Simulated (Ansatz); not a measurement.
System: CdSe, charge 0, multiplicity 1. 
Geometry from a B3LYP-D3(BJ)/def2-TZVP (Ansatz, a program for electronic structure) optimisation:
```
Cd
Se 1 2.3922
```
Charge 0, spin multiplicity 1.

Parts of the frozen-core correlation energy in def2-SVP (Ansatz, hartree). Frozen orbitals: 18; correlated occupied orbitals by spin: 9 and 9; virtual: 36 and 36. No spin-orbit coupling. Past Kr the def2 sets carry scalar-relativistic core potentials. The restricted reference is unstable.

```tsv
term	value
reference (HF)	-2566.35382
MP2 opposite-spin	-0.25942
MP2 same-spin	-0.13568
CCSD correlation	-0.39426
(T)	-0.01289
T1 diagnostic	0.022
largest doubles amplitude	0.135
```
